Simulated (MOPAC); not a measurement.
Input for MOPAC: PM6 on H4P2 (SMILES PP), a point of a torsion scan.

```
PM6 1SCF PRECISE CHARGE=0 THREADS=1
H4P2

P     -1.02853628 1    -0.30010723 1    -0.54543414 1
P      1.03501351 1     0.34341592 1    -0.43216555 1
H     -1.53692125 1     0.96575616 1    -0.26390522 1
H     -1.18702441 1    -0.70982841 1     0.77685490 1
H      1.54268877 1    -0.92244904 1    -0.71551417 1
H      1.22818279 1     0.16731677 1     0.93611026 1
```

It printed:

```
*******************************************************************************
 **                                                                           **
 **                              MOPAC v23.2.5                                **
 **                                                                           **
 *******************************************************************************
 ** MOPAC's Digital Object Identifier: https://doi.org/10.5281/zenodo.6511958 **
 **                                                                           **
 ** Please cite the open-source release paper for use of this MOPAC version:  **
 ** J. E. Moussa and J. J. P. Stewart (2026)                                  **
 ** MOPAC: An open-source semiempirical molecular orbital program             **
 ** J. Open Source Softw., 11(119), 8025, https://doi.org/10.21105/joss.08025 **
 *******************************************************************************

                              PM6 CALCULATION RESULTS

 *******************************************************************************
 *  PM6        - The PM6 Hamiltonian to be used
 *
 *
 *
 *                 CHARGE ON SYSTEM = 0
 *
 *
 *
 *  PRECISE    - TIGHTER CRITERIA TO BE USED
 *  1SCF       - DO 1 SCF AND THEN STOP
 *  THREADS=1  - MULTI-THREADING NOT USED
 *  T=         - A TIME OF 172800.0 SECONDS REQUESTED
 *  DUMP=N     - RESTART FILE WRITTEN EVERY 7200.0 SECONDS REQUESTED
 *******************************************************************************
PM6 1SCF PRECISE CHARGE=0 THREADS=1
 H4P2

   ATOM   CHEMICAL          X               Y               Z
  NUMBER   SYMBOL      (ANGSTROMS)     (ANGSTROMS)     (ANGSTROMS)

     1       P         -1.02853628  *  -0.30010723  *  -0.54543414  *
     2       P          1.03501351  *   0.34341592  *  -0.43216555  *
     3       H         -1.53692125  *   0.96575616  *  -0.26390522  *
     4       H         -1.18702441  *  -0.70982841  *   0.77685490  *
     5       H          1.54268877  *  -0.92244904  *  -0.71551417  *
     6       H          1.22818279  *   0.16731677  *   0.93611026  *



          CARTESIAN COORDINATES

    NO.       ATOM           X           Y           Z

     1         P         -1.0285     -0.3001     -0.5454
     2         P          1.0350      0.3434     -0.4322
     3         H         -1.5369      0.9658     -0.2639
     4         H         -1.1870     -0.7098      0.7769
     5         H          1.5427     -0.9224     -0.7155
     6         H          1.2282      0.1673      0.9361

 General Reference for PM6:
 "Optimization of Parameters for Semiempirical Methods V: Modification of NDDO Approximations
 and Application to 70 Elements", J. J. P. Stewart, J. Mol. Mod., 13, 1173-1213 (2007)
 URL: https://link.springer.com/article/10.1007/s00894-007-0233-4

           Empirical Formula: H4 P2  =     6 atoms



      MOLECULAR POINT GROUP   :   C2


      RHF CALCULATION, NO. OF DOUBLY OCCUPIED LEVELS = 7


 -------------------------------------------------------------------------------
 PM6 1SCF PRECISE CHARGE=0 THREADS=1
 H4P2



     1SCF WAS SPECIFIED, SO BFGS WAS NOT USED
     SCF FIELD WAS ACHIEVED


                              PM6 CALCULATION
                                                       MOPAC v23.2.5 Linux




          FINAL HEAT OF FORMATION =          8.44412 KCAL/MOL =      35.33019 KJ/MOL


          COSMO AREA              =         91.26 SQUARE ANGSTROMS
          COSMO VOLUME            =         75.14 CUBIC ANGSTROMS

          IONIZATION POTENTIAL    =          9.865295 EV
          HOMO LUMO ENERGIES (EV) =         -9.865  2.280
          NO. OF FILLED LEVELS    =          7
          MOLECULAR WEIGHT        =         65.9791         POINT GROUP:  C2

          MOLECULAR DIMENSIONS (Angstroms)

            Atom       Atom       Distance
            H     5    H     3     3.64050
            P     2    H     4     2.30393
            P     1    H     6     2.20784


          SCF CALCULATIONS        =          1





   ATOM   CHEMICAL          X               Y               Z
  NUMBER   SYMBOL      (ANGSTROMS)     (ANGSTROMS)     (ANGSTROMS)

     1       P         -1.02853628  *  -0.30010723  *  -0.54543414  *
     2       P          1.03501351  *   0.34341592  *  -0.43216555  *
     3       H         -1.53692125  *   0.96575616  *  -0.26390522  *
     4       H         -1.18702441  *  -0.70982841  *   0.77685490  *
     5       H          1.54268877  *  -0.92244904  *  -0.71551417  *
     6       H          1.22818279  *   0.16731677  *   0.93611026  *

                             CARTESIAN COORDINATES

   1    P       -1.028536280    -0.300107230    -0.545434140
   2    P        1.035013510     0.343415920    -0.432165550
   3    H       -1.536921250     0.965756160    -0.263905220
   4    H       -1.187024410    -0.709828410     0.776854900
   5    H        1.542688770    -0.922449040    -0.715514170
   6    H        1.228182790     0.167316770     0.936110260


           Empirical Formula: H4 P2  =     6 atoms



      MOLECULAR POINT GROUP   :   C2


                  EIGENVALUES
 -24.11875 -20.74807 -15.30283 -14.93611 -13.01998 -10.52967  -9.86530   2.27951
   3.60607   4.00125   4.81744   4.97449 127.70445 127.73508 130.37436 131.04569
 134.32963 136.48275 139.65619 140.01711 142.36109 142.45159


              NET ATOMIC CHARGES AND DIPOLE CONTRIBUTIONS

  ATOM NO.   TYPE          CHARGE      No. of ELECS.   s-Pop       p-Pop       d-Pop
    1          P          -0.034917        5.0349     1.63704     3.38015     0.01772
    2          P          -0.034874        5.0349     1.63701     3.38014     0.01772
    3          H           0.024494        0.9755     0.97551
    4          H           0.010390        0.9896     0.98961
    5          H           0.024532        0.9755     0.97547
    6          H           0.010375        0.9896     0.98962
 DIPOLE           X         Y         Z       TOTAL
 POINT-CHG.     0.002    -0.029     0.134     0.137
 HYBRID         0.030    -0.510     2.345     2.400
 SUM            0.032    -0.540     2.479     2.537


          ATOMIC ORBITAL ELECTRON POPULATIONS

     Atom    s        px        py        pz      x^2-y^2     xz        z^2       yz        xy
    1  P   1.63704   1.01583   1.12046   1.24386   0.00495   0.00262   0.00462   0.00134   0.00419
    2  P   1.63701   1.01204   1.27730   1.09079   0.00489   0.00258   0.00515   0.00081   0.00429
    3  H   0.97551
    4  H   0.98961
    5  H   0.97547
    6  H   0.98962

 **********************
 *                    *
 * JOB ENDED NORMALLY *
 *                    *
 **********************




 == MOPAC DONE ==
```

The run finished.

Cost: around 0.03 core-seconds (rough).
